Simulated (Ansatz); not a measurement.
Z-matrix (Å, degrees):
```
C
C 1 1.486
H 1 1.095 2 109.3
H 1 1.092 2 110.8 3 -117.9
H 1 1.091 2 111.9 3 120.2
C 2 1.341 1 125.2 3 -114.4
H 2 1.089 1 116.6 3 63.0
Al 6 2.444 2 80.1 1 -104.3
H 6 1.086 2 121.2 1 174.6
H 6 1.085 2 121.3 1 -0.8
F 8 1.670 6 94.0 2 -93.5
H 8 1.587 6 111.0 2 26.0
H 8 1.587 6 88.5 2 149.5
```

Total charge 0; spin multiplicity 1. The bonds changed during the relaxation, so this is another structure than the one it started from.

List the PBE0/def2-TZVPP orbital energies in eV (Ansatz 0.2.0). (Best estimate.)

Computed: Occupied: -1527.39, -672.11, -279.84, -279.25, -278.79, -113.23, -73.32, -73.20, -73.14, -31.10, -23.48, -20.37, -16.72, -14.32, -13.03, -12.86, -12.20, -11.39, -10.98, -10.78, -10.66, -10.20, -8.60, -7.96. Lowest empty: -1.21, 0.41, 1.09, 1.38, 1.84, 2.11, 2.32, 2.51.
